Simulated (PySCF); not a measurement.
# Core-level binding energies of GeCl3(NEt2)

GeCl3(NEt2), C4H10Cl3GeN.
Structure used (PBE0-D3(BJ)/def2-SVP), in Å, numbered top down from 1:
```
atom  x, y, z in Å
Ge1    0.945    1.756    0.619
Cl2    0.361    2.361    2.582
Cl3    3.075    1.591    0.495
Cl4    0.381    3.347   -0.719
N5     0.212    0.169    0.237
C6     0.764   -0.628   -0.850
C7     1.411   -1.914   -0.364
C8    -1.131   -0.152    0.692
C9    -2.243    0.418   -0.177
H10    1.512   -0.032   -1.398
H11   -0.031   -0.847   -1.586
H12    2.240   -1.687    0.322
H13    0.690   -2.551    0.172
H14    1.809   -2.495   -1.210
H15   -1.213   -1.251    0.749
H16   -1.245    0.207    1.728
H17   -2.220    1.519   -0.172
H18   -2.148    0.088   -1.223
H19   -3.230    0.097    0.189
```

Method: delta-SCF UKS SCAN, pcX-2 on the ionised atom, pcseg-1 elsewhere, spin-free X2C in PySCF. Each binding energy is the total energy of the core-ionised species, with the hole localised on one atom, minus that of the ground state; both are solved self-consistently, so orbital relaxation is included.

Q: Give the core binding energies atom by atom.

A: 
```tsv
atom(s)	environment	level	binding energy (eV)	2p1/2 (eV)	above the level's lowest (eV)	count
Cl2/Cl3/Cl4	chlorine bonded to Ge	Cl 1s	2828.58	–	0.00	3
N5	nitrogen bonded to 2 C and Ge	N 1s	404.77	–	0.00	1
C6/C8	carbon bonded to C, N and 2 H	C 1s	291.84	–	+1.09	2
C7/C9	carbon bonded to C and 3 H	C 1s	290.75	–	0.00	2
Cl2/Cl3/Cl4	chlorine bonded to Ge	Cl 2p3/2	206.00	207.66	0.00	3
```

The listed C 1s values span 1.09 eV, from C7/C9 (bonded to C and 3 H) to C6/C8 (bonded to N, C and 2 H).

Q: Express the binding energy of C 1s of C6/C8 in atomic units and per mole.

A: 291.84 eV = 10.7249 Eh = 28158 kJ/mol.

Q: What is the longest wavelength that can ionise C 1s of C6/C8 vertically?

A: λ = hc/E = 12398.42 eV Å / 291.84 eV = 42.484 Å.

Topologically equivalent atoms share the value of their first member; where this conformer doesn't relate them by symmetry, their own values could differ. Spin–orbit and ligand-field terms were added within each 2p shell after the spin-free SCF. 2p1/2 minus 2p3/2 (ligand field included): Cl 1.65 eV. No level of germanium is listed. Geometry: PBE0-D3(BJ)/def2-SVP, one conformer, isolated molecule.
